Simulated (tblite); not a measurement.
C7H13BN2.
Atom-mapped SMILES: `[CH3:1]/[N:2]=[CH:3]/[C:4]#[C:5][C@@H:6]1[CH2:7][CH2:8][B@@H-:9]1[NH3+:10]` (hydrogens: H11, H12, H13 on C1; H14 on C3; H15 on C6; H16, H17 on C7; H18, H19 on C8; H20 on B9; H21, H22, H23 on N10)
Bond orders are those of one Lewis drawing.

Computed with GFN2-xTB (tblite), gas phase: L-BFGS steps from a force-field or distance-geometry start until the largest atomic force falls under 0.01 eV/Å.

The end geometry, which sets the zero of energy:
```
atom  x, y, z in Å
C1      3.9727   -1.1072    1.2223
N2      2.6652   -0.7617    0.7670
C3      2.0618   -1.5228   -0.0489
C4      0.7796   -1.1863   -0.5098
C5     -0.3200   -0.9489   -0.9698
C6     -1.6102   -0.4121   -1.2107
C7     -1.6243    0.9043   -2.0299
C8     -2.4235    1.6899   -0.9780
B9     -2.2288    0.4640    0.0749
N10    -0.9987    0.8031    1.0815
H11     4.6624   -0.3115    0.9322
H12     3.9591   -1.1504    2.3136
H13     4.3403   -2.0652    0.8255
H14     2.4932   -2.4670   -0.4210
H15    -2.2774   -1.1611   -1.6349
H16    -2.1021    0.8097   -3.0049
H17    -0.6181    1.2983   -2.1779
H18    -3.4468    1.8653   -1.3047
H19    -1.9931    2.6668   -0.7447
H20    -3.1310    0.0152    0.6956
H21    -0.1922    0.2355    0.7756
H22    -1.2210    0.5845    2.0460
H23    -0.7517    1.7848    1.0037
```

Question: These geometries come from the run, each turned onto the end geometry. Order them by energy, lowest first.
A.
```
atom  x, y, z in Å
C1      4.1783   -1.3097    1.1914
N2      2.8372   -0.9218    0.8585
C3      2.2477   -1.4505   -0.1317
C4      0.9319   -1.0788   -0.4663
C5     -0.2011   -0.7779   -0.7697
C6     -1.5384   -0.3809   -1.0859
C7     -1.6242    0.8135   -2.0753
C8     -2.3570    1.7449   -1.0952
B9     -2.3673    0.5485    0.0092
N10    -1.4095    0.9251    1.2776
H11     4.8795   -1.1036    0.3776
H12     4.4784   -0.7366    2.0678
H13     4.2477   -2.3758    1.4267
H14     2.7122   -2.2153   -0.7784
H15    -2.0742   -1.2588   -1.4602
H16    -2.2083    0.5618   -2.9580
H17    -0.6491    1.1766   -2.3986
H18    -3.3167    2.0860   -1.4795
H19    -1.7779    2.6408   -0.8628
H20    -3.3813    0.1255    0.4551
H21    -0.5422    1.3110    0.9116
H22    -1.1923    0.0937    1.8226
H23    -1.8778    1.6095    1.8660
```
B.
```
atom  x, y, z in Å
C1      4.0600   -1.1557    1.2088
N2      2.7255   -0.7770    0.8345
C3      2.0821   -1.4858   -0.0003
C4      0.7990   -1.1050   -0.4243
C5     -0.2876   -0.8615   -0.9045
C6     -1.5952   -0.3849   -1.1925
C7     -1.6179    0.8964   -2.0595
C8     -2.3975    1.7338   -1.0339
B9     -2.2870    0.5077    0.0271
N10    -1.1236    0.7833    1.1346
H11     4.7638   -0.8613    0.4213
H12     4.3355   -0.6258    2.1245
H13     4.1781   -2.2370    1.3635
H14     2.4701   -2.4240   -0.4391
H15    -2.2000   -1.1813   -1.6197
H16    -2.1215    0.7585   -3.0133
H17    -0.6089    1.2632   -2.2377
H18    -3.4064    1.9552   -1.3739
H19    -1.9304    2.6928   -0.8087
H20    -3.2342    0.0942    0.6040
H21    -0.2128    0.8352    0.6720
H22    -1.0904   -0.0215    1.7521
H23    -1.3053    1.6279    1.6678
```
C.
```
atom  x, y, z in Å
C1      3.9869   -1.0699    1.1905
N2      2.6911   -0.7122    0.6971
C3      2.0397   -1.5590    0.0079
C4      0.7828   -1.2317   -0.5183
C5     -0.3083   -0.9270   -0.9540
C6     -1.5904   -0.3832   -1.2271
C7     -1.5988    0.9381   -2.0400
C8     -2.4041    1.7221   -0.9905
B9     -2.2385    0.4806    0.0449
N10    -1.0299    0.7476    1.1004
H11     4.7423   -0.6937    0.4932
H12     4.1407   -0.5887    2.1597
H13     4.1306   -2.1559    1.2870
H14     2.4113   -2.5783   -0.1900
H15    -2.2418   -1.1327   -1.6713
H16    -2.0758    0.8462   -3.0150
H17    -0.5999    1.3464   -2.1940
H18    -3.4275    1.8989   -1.3226
H19    -1.9729    2.6935   -0.7407
H20    -3.1671    0.0545    0.6398
H21    -0.1540    0.6549    0.5781
H22    -1.0316    0.0238    1.8117
H23    -1.0894    1.6529    1.5559
```
D.
```
atom  x, y, z in Å
C1      4.0391   -1.0958    1.1396
N2      2.7299   -0.7270    0.7086
C3      2.0565   -1.5327   -0.0021
C4      0.7703   -1.1927   -0.4455
C5     -0.3355   -0.9521   -0.8844
C6     -1.6165   -0.4167   -1.1793
C7     -1.5666    0.8816   -2.0272
C8     -2.3744    1.7153   -1.0190
B9     -2.2867    0.4933    0.0520
N10    -1.1134    0.7972    1.1369
H11     4.7548   -0.3709    0.7454
H12     4.0745   -1.0349    2.2294
H13     4.3395   -2.1051    0.8212
H14     2.4317   -2.5264   -0.2974
H15    -2.2661   -1.1722   -1.6186
H16    -2.0143    0.7787   -3.0154
H17    -0.5435    1.2386   -2.1527
H18    -3.3742    1.9363   -1.3886
H19    -1.9072    2.6716   -0.7743
H20    -3.2435    0.0918    0.6229
H21    -0.2295    0.4781    0.7167
H22    -1.2679    0.2795    1.9964
H23    -1.0618    1.7917    1.3382
```
E.
```
atom  x, y, z in Å
C1      4.0239   -1.0839    1.1468
N2      2.7438   -0.6971    0.6468
C3      2.0418   -1.5470    0.0177
C4      0.7813   -1.1995   -0.4853
C5     -0.3197   -0.9463   -0.9277
C6     -1.5994   -0.4070   -1.2176
C7     -1.5761    0.9105   -2.0331
C8     -2.3793    1.7103   -0.9929
B9     -2.2675    0.4624    0.0457
N10    -1.0872    0.7840    1.1168
H11     4.7899   -0.5218    0.6077
H12     4.0777   -0.8044    2.2007
H13     4.2358   -2.1596    1.0441
H14     2.3752   -2.5864   -0.1557
H15    -2.2545   -1.1484   -1.6725
H16    -2.0545    0.8163   -3.0074
H17    -0.5611    1.2861   -2.1750
H18    -3.3820    1.9493   -1.3446
H19    -1.9082    2.6560   -0.7179
H20    -3.2081    0.0255    0.6212
H21    -0.1944    0.6559    0.6284
H22    -1.1062    0.1352    1.8979
H23    -1.1758    1.7372    1.4587
```

Answer: D (0.007 eV), E (0.018 eV), C (0.047 eV), B (0.088 eV), A (0.157 eV).

In the order of the answer:

| step | E above end (eV) | largest force (eV/Å) | rms force component (eV/Å) | rms distance from end (Å) | rms bond change (Å) | bond most changed (Å) |
| --- | --- | --- | --- | --- | --- | --- |
| 127 | 0.007 | 0.04 | 0.013 | 0.163 | 0.001 | N10–H21 -0.003 |
| 90 | 0.018 | 0.08 | 0.027 | 0.247 | 0.002 | N10–H21 -0.007 |
| 61 | 0.047 | 0.12 | 0.039 | 0.306 | 0.003 | N10–H21 -0.009 |
| 50 | 0.088 | 0.15 | 0.054 | 0.369 | 0.004 | C6–B9 -0.012 |
| 13 | 0.157 | 0.13 | 0.034 | 0.550 | 0.006 | C6–B9 -0.016 |

What follows is the cost of the whole relaxation. The run took 2.4 s wall on one thread of an Arm Neoverse N1, shared host with 64 logical CPUs at a one-minute load of 52.
